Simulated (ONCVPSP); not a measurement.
## What the settings do to the ONCV potential of Ce (Z = 58)

Base potential:

* Element: cerium (Ce)
* Generator: ONCVPSP 4.0.1
* Type: optimised norm-conserving Vanderbilt (ONCV)
* Functional: revPBE
* Relativity: scalar-relativistic
* Frozen core: [Kr] 4d10
* Valence charge: 12
* Reference configuration: 4f1 5s2 5p6 5d1 6s1 (charge +1)
* Partial waves: 5s+6s: rc 2.25 bohr, ncon 4, nbas 9, qcut 5.1 1/bohr, 2 projectors; 5p: rc 2.70 bohr, ncon 4, nbas 8, qcut 4.1 1/bohr, 3 projectors, debl 3.8 Ha; 5d: rc 3.25 bohr, ncon 3, nbas 8, qcut 3.8 1/bohr, 2 projectors, debl 0.6 Ha; 4f: rc 0.85 bohr, ncon 3, nbas 8, qcut 14.7 1/bohr, 1 projector
* Local potential: polynomial inside 0.80 bohr (lpopt 4, dvloc0 3 Ha)
* Core correction: polynomial model core, fcfact 0.4

All-electron outer shells of the reference configuration (revPBE, scalar-relativistic, ld1.x):

```tsv
shell	level (eV)	outermost node (bohr)	outermost maximum (bohr)
4d	-116.38	0.31	0.66
5s	-46.46	0.75	1.37
5p	-29.09	0.81	1.55
4f	-11.23	–	0.71
5d	-8.50	0.92	2.12
6s	-8.38	1.81	3.54
```

Cutoffs, loose and tight: the cutoffs (Ha) at which the residual kinetic energy of the hardest occupied pseudo-wave falls to 1 and 0.1 mHa per electron. They do not see the model core or the augmentation charge, which bear on the density cutoff. Test errors are all-electron minus pseudo excitation energies from the reference, over the configurations 4f1 5s2 5p6 5d1 6s2; 4f1 5s2 5p6 5d1 6s0; 4f1 5s2 5p6 5d0 6s0; 4f1 5s2 5p6 5d2 6s0. A dash means not determined; rows that change the core or the reference have their own tests.

1 further variants are left out, since the program set their typed debl aside.

A true bound ghost makes a file unfit for plane-wave use even where its test errors are small: the radial tests pick states by their node count and pass the ghost by.

| change | outcome | cutoff, loose | cutoff, tight | bound ghosts | GHOST(+) flags above zero | largest test error (meV) |
| --- | --- | --- | --- | --- | --- | --- |
| base | generated | 141 Ha | 485 Ha | s, d | p | +21 |
| d: qcut 4.3 | generated | 141 Ha | 485 Ha | s | p | +7.8 |
| d: qcut 3.9 | generated | 141 Ha | 485 Ha | s, d | p | +18 |
| core correction none | generated | 141 Ha | 485 Ha | s, d | p | +22 |
| reference 4f1 5s2 5p6; waves 5s: rc 2.25 bohr, ncon 4, nbas 9, qcut 5.1 1/bohr, 2 projectors, debl 1.6 Ha; d scattering state at 0.43 Ha: rc 3.25 bohr, ncon 3, nbas 8, qcut 3.8 1/bohr, 2 projectors, debl 0.6 Ha | generated, projector energies reset by the program | 143 Ha | 489 Ha | s, d | p | +37 over the solved tests; 1 of 4 tests not solved or not reliable |
| core correction polynomial model core, fcfact 1.1 | generated | 141 Ha | 485 Ha | s, d | p | +21 |
| f: nbas 7 | generated | 145 Ha | 398 Ha | s, d | p | +21 |
| p: rc 4 | generated, projector energies reset by the program | 141 Ha | 485 Ha | s, d | p | -11 |
| p: rc 2.12 | generated | 141 Ha | 485 Ha | s, d | p | +18 |

(1) What comes out with this change to the base: local potential polynomial inside 0.80 bohr (lpopt 5, dvloc0 -1 Ha)?

Answers

(1) outcome: generated; cutoff, loose: 141 Ha; cutoff, tight: 485 Ha; bound ghosts: s, d, p; GHOST(+) flags above zero: s; largest test error (meV): +23.
